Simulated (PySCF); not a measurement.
# Computed records: BClH₂OSi, H₆Si₃

Calculation on a computer-drawn molecule: optimised geometry and harmonic frequencies of an isolated molecule of the commonest isotopes, restricted reference for singlets and unrestricted otherwise, frozen core in MP2. Program: PySCF 2.14.0.

Common to all runs: charge 0; multiplicity 1; basis cc-pV(D+d)Z.

```json
{"entry": 1, "formula": "BClH2OSi", "start_structure": {"atoms_angstrom": [["Si", -0.149, 0.432, 2.3448], ["O", -0.1402, -0.8661, 1.3016], ["B", -0.5542, -1.7641, 0.4138], ["Cl", -2.159, -2.5175, 0.5986], ["H", 0.645, -0.2397, 3.4519], ["H", 0.117, -2.0972, -0.512]]}, "given": {"method": "MP2", "drawn_bonds_atom": [1, 2, 3, 1, 3], "drawn_bonds_other_atom": [2, 3, 4, 5, 6], "drawn_bonds_order": [1, 1, 1, 1, 1]}, "results": {"optimised_atom_element": ["Si", "O", "B", "Cl", "H", "H"], "optimised_atom_x [angstrom]": [-0.259, -0.02101, -0.5465, -2.18, 0.6759, 0.09024], "optimised_atom_y [angstrom]": [0.3665, -0.9723, -1.784, -2.439, -0.1314, -2.092], "optimised_atom_z [angstrom]": [2.365, 1.348, 0.4028, 0.5921, 3.458, -0.5668], "modes_frequency [cm^-1]": [27.52, 125.5, 241.1, 410.9, 674.4, 827.5, 864.3, 891.8, 1144, 1356, 2089, 2719], "modes_reduced_mass [dalton]": [16.65, 2.207, 1.358, 8.637, 8.503, 4.167, 1.555, 1.128, 1.264, 9.291, 1.044, 1.096], "rotational_constants [GHz]": [16.0, 2.009, 1.817], "total_energy [hartree]": -849.7164, "convergence_status_largest_gradient_component [hartree/bohr]": 4.378e-06}}
{"entry": 2, "formula": "H6Si3", "start_structure": {"atoms_angstrom": [["Si", -0.5318, -0.8127, 2.1159], ["Si", 0.0948, -0.4206, -0.0204], ["Si", 1.2786, -1.7046, -1.6397], ["H", 0.0352, -2.1513, 2.3726], ["H", -1.2242, -0.0882, -0.7066], ["H", 0.7854, 0.9063, 0.001], ["H", 1.4417, -1.1317, -2.9472], ["H", 0.5658, -2.9929, -1.789], ["H", 2.5345, -2.0292, -1.044]]}, "given": {"method": "HF", "drawn_bonds_atom": [1, 2, 1, 2, 2, 3, 3, 3], "drawn_bonds_other_atom": [2, 3, 4, 5, 6, 7, 8, 9], "drawn_bonds_order": [1, 1, 1, 1, 1, 1, 1, 1]}, "results": {"optimised_atom_element": ["Si", "Si", "Si", "H", "H", "H", "H", "H", "H"], "optimised_atom_x [angstrom]": [0.1886, 0.1161, 1.285, -0.6587, -1.295, 0.7183, 1.328, 0.6195, 2.679], "optimised_atom_y [angstrom]": [-1.018, -0.2407, -1.728, -2.228, -0.1574, 1.111, -1.199, -3.053, -1.91], "optimised_atom_z [angstrom]": [2.215, -0.06839, -1.504, 1.875, -0.5352, -0.21, -2.889, -1.515, -1.026], "modes_frequency [cm^-1]": [79.37, 86.54, 149.1, 374.6, 384.7, 445.7, 483.6, 512.6, 694.9, 732.1, 825.2, 972.0, 1012, 1025, 1031, 2145, 2266, 2278, 2294, 2304, 2305], "modes_reduced_mass [dalton]": [1.46, 2.115, 1.204, 1.58, 2.138, 5.339, 1.109, 1.165, 1.181, 1.142, 1.105, 1.097, 1.046, 1.035, 1.043, 1.042, 1.039, 1.04, 1.044, 1.051, 1.026], "rotational_constants [GHz]": [9.501, 2.057, 1.782], "total_energy [hartree]": -870.2285, "convergence_status_largest_gradient_component [hartree/bohr]": 3.119e-05}}
```
